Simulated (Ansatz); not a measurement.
`[NH2][GaH2]` + `[CH3][AlH2]` → `[AlH2][CH2][GaH2]` + NH₃  (formal exchange of groups at a Ga–N bond)

Program: Ansatz. Geometries: PBE0-D4/def2-TZVP. ΔE: electronic, gas phase. CBS: MP2 limit from def2 TZ/QZ plus the TZ coupled-cluster correction, frozen cores. This one scheme is used for every species. DFT in def2-TZVPP. B3LYP here is the variant with VWN-RPA as its local correlation; programs differ in this. HSE06 is defined as in plane-wave codes. For Ga outer-core shells are correlated without core-valence functions, which leaves a few kJ/mol of doubt a bond. Scalar relativity is left out up to krypton.

| level | ΔE (kJ/mol) | difference from CCSD(T)/CBS |
| --- | --- | --- |
| LDA (SPW92) | 43.0 | 4.6 |
| revPBE-D4 | 37.4 | -1.0 |
| r2SCAN-D4 | 41.5 | 3.1 |
| PBE0-D4 | 36.7 | -1.7 |
| B3LYP-D4 | 42.9 | 4.5 |
| ωB97X-V | 43.5 | 5.1 |
| PBE | 40.4 | 2.0 |
| BLYP | 48.4 | 10.0 |
| r2SCANh | 41.6 | 3.2 |
| r2SCAN0 | 40.7 | 2.3 |
| HSE06 | 38.9 | 0.5 |
| BHLYP | 47.2 | 8.8 |
| MP2/def2-SVP | 49.4 | 11.0 |
| MP2/def2-TZVPP | 38.7 | 0.3 |
| HF/def2-QZVPP | 49.4 | 11.0 |
| SCS-MP2/def2-QZVPP | 41.8 | 3.4 |
| CCSD(T)/CBS | 38.4 | 0 |

Largest T1 diagnostic among the species: 0.014.

At CCSD(T), def2-SVP lies +11.8 kJ/mol from the extrapolated value and def2-TZVPP +0.7 kJ/mol. The D4 term adds −4.2 kJ/mol with B3LYP and −2.4 kJ/mol with PBE0; it sums over pairs of atoms, weighted by their polarisabilities, and B3LYP, whose exchange is more repulsive, gets the larger term.
